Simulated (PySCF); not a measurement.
**Correlation energy of Ge²⁺ (germanium, charge +2)**

[Ar] 3d10 4s2, closed-shell 1S. Computed with PySCF 2.14 in def2-TZVPPD (7s5p5d1f, 54 functions), with the non-relativistic Hamiltonian (point nucleus). Frozen: [Ne]; 20 electrons correlated.

| level | correlation energy (mhartree) |
| --- | --- |
| CCSD | -281.38 |
| (T) | -6.36 |
| CCSD(T) | -287.74 |

Diagnostics: T1 = 0.0068, D1 = 0.0128, largest double amplitude 0.098.

Cost of the coupled-cluster step: roughly 2.5 core-seconds, for 20 correlated electrons.

Iterations:

```
CC2 = 0
CCSD nocc = 10, nmo = 49
frozen orbitals [0, 1, 2, 3, 4]
max_cycle = 100
direct = 0
conv_tol = 1e-08
conv_tol_normt = 1e-06
diis_space = 8
diis_start_cycle = 0
Init t2, MP2 energy = -2074.78338526266  E_corr(MP2) -0.294588634240499
Init E_corr(CCSD) = -0.294588634241622
cycle = 1  E_corr(CCSD) = -0.267520271008476  dE = 0.0270683632  norm(t1,t2) = 0.0514387
cycle = 2  E_corr(CCSD) = -0.282076057976777  dE = -0.014555787  norm(t1,t2) = 0.018082
cycle = 3  E_corr(CCSD) = -0.279859406333351  dE = 0.00221665164  norm(t1,t2) = 0.00732093
cycle = 4  E_corr(CCSD) = -0.28136053105084  dE = -0.00150112472  norm(t1,t2) = 0.00284
cycle = 5  E_corr(CCSD) = -0.281395175249172  dE = -3.46441983e-05  norm(t1,t2) = 0.000143963
cycle = 6  E_corr(CCSD) = -0.281381185451406  dE = 1.39897978e-05  norm(t1,t2) = 4.16078e-05
cycle = 7  E_corr(CCSD) = -0.281379827105812  dE = 1.35834559e-06  norm(t1,t2) = 5.83391e-06
cycle = 8  E_corr(CCSD) = -0.281380309044416  dE = -4.81938604e-07  norm(t1,t2) = 1.30213e-06
cycle = 9  E_corr(CCSD) = -0.281380326570587  dE = -1.75261705e-08  norm(t1,t2) = 1.56962e-07
cycle = 10  E_corr(CCSD) = -0.281380313661005  dE = 1.29095821e-08  norm(t1,t2) = 3.72712e-08
cycle = 11  E_corr(CCSD) = -0.281380305802369  dE = 7.85863552e-09  norm(t1,t2) = 1.90257e-08
CCSD converged
E(CCSD) = -2074.770176934223  E_corr = -0.2813803058023692
CCSD(T) correction = -0.0063553689704037
```

This basis was not built for core-valence correlation, so the inner-shell part is incomplete.
